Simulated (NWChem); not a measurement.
SeCl2; SMILES Cl[Se]Cl

Computed with NWChem. Pople sets run with spherical d functions. STO-3G and 3-21G are far too small for this property and stand as cheap habits. All runs use the structure optimised with PBE0/def2-SVP. Vertical excitations in the gas phase; the lowest state need not have the same character in each row.

| level | basis functions | lowest excitation, singlet (eV) | oscillator strength of that lowest state | orbital gap (eV) |
|---|---|---|---|---|
| PBE0/3-21G, TDA | 48 | 2.64 | 0.001 | 4.10 |
| PBE0/6-31G*, TDA | 68 | 2.77 | 0.000 | 4.23 |
| PBE0/def2-SVP, TDA | 68 | … | 0.000 | 4.33 |
| PBE0/def2-SVPD, TDA | 95 | 2.69 | 0.000 | 4.14 |
| PBE0/def2-TZVP, TDA | 122 | 2.81 | 0.000 | 4.30 |
| PBE0/aug-cc-pVDZ, TDA | 90 | 2.71 | 0.000 | 4.17 |

Question: Complete the blanks.

Answer: 
- PBE0/def2-SVP, TDA, lowest excitation, singlet (eV): 2.86
